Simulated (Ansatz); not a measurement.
Cost and result for the atomization energy of CH$_{2}$AlClN$_{2}$ (7 atoms, 7 bonds).

```xyz
7

Cl    0.941    2.784   -1.263
Al    0.105    1.054   -0.488
N    -1.468    0.175   -0.143
C    -0.667   -0.728    0.312
N     0.707   -0.473    0.252
H    -1.005   -1.680    0.742
H     1.386   -1.133    0.587
```

The species carries charge 0 and has multiplicity 1. The structure was optimised at the PBE0-D4/def2-TZVP level. Program: Ansatz. All runs use 2 threads of an INTEL XEON PLATINUM 8581C on a shared host. Times are those of one run each, without the atoms' runs, and a repeat can differ threefold. Electronic energies, without spin–orbit coupling; frozen cores. CCSD(T)/CBS adds CCSD(T) − MP2 in def2-TZVPP to the MP2 limit, and its time is that of the two runs behind it. T1 = 0.015. B3LYP takes the VWN-RPA correlation (the form of Gaussian; ORCA's B3LYP/G).

CCSD(T)/CBS is a level of theory with its own doubt, some kJ/mol a heavy atom from the limit and from the frozen cores, so smaller differences don't rank the functionals.

```
                             level  functions  wall time  atomization (kcal/mol)  difference from CCSD(T)/CBS  per bond
   PBE-D4/def2-TZVPP (with forces)        205      1.8 s                   669.8                         29.0       4.1
                  CCSD(T)/def2-SVP         88        2 s                   589.2                        -51.6      -7.4
                PBE0-D4/def2-TZVPP        205      2.4 s                   646.9                          6.1       0.9
               BHLYP-D4/def2-TZVPP        205      2.7 s                   610.7                        -30.1      -4.3
r2SCAN-D4/def2-TZVPP (with forces)        205      3.1 s                   645.3                          4.5       0.6
 B3LYP-D4/def2-TZVPP (with forces)        205      3.5 s                   641.5                          0.7       0.1
               PBE-QIDH/def2-TZVPP        205        4 s                   637.5                         -3.3      -0.5
                 B2PLYP/def2-TZVPP        205      4.2 s                   635.6                         -5.2      -0.7
                 B97M-V/def2-TZVPP        205      5.5 s                   647.7                          6.9       1.0
  ωB97M-V/def2-TZVPP (with forces)        205      8.5 s                   647.1                          6.3       0.9
                    MP2/def2-QZVPP        371       17 s                   656.2                         15.4       2.2
                CCSD(T)/def2-TZVPP        205       44 s                   615.5                        -25.3      -3.6
                 CCSD(T)/CBS(def2)          –       60 s                   640.8                          0.0       0.0
```

The D4 term adds +6.2 kcal/mol with B3LYP and +3.2 kcal/mol with PBE0; it sums over pairs of atoms, weighted by their polarisabilities, and B3LYP, whose exchange is more repulsive, gets the larger term. Leaving LDA and LC-ωPBE aside and taking each functional with its dispersion term where it has one, the values spread over 59.1 kcal/mol, from BHLYP-D4 to PBE-D4. LDA lies +90.0 kcal/mol from PBE without D4, its usual overbinding. At CCSD(T), def2-SVP lies −51.6 kcal/mol from the extrapolated value and def2-TZVPP −25.2 kcal/mol: correlation converges slowly with the basis, and small sets miss more of it in the bonded molecule than in its fragments.
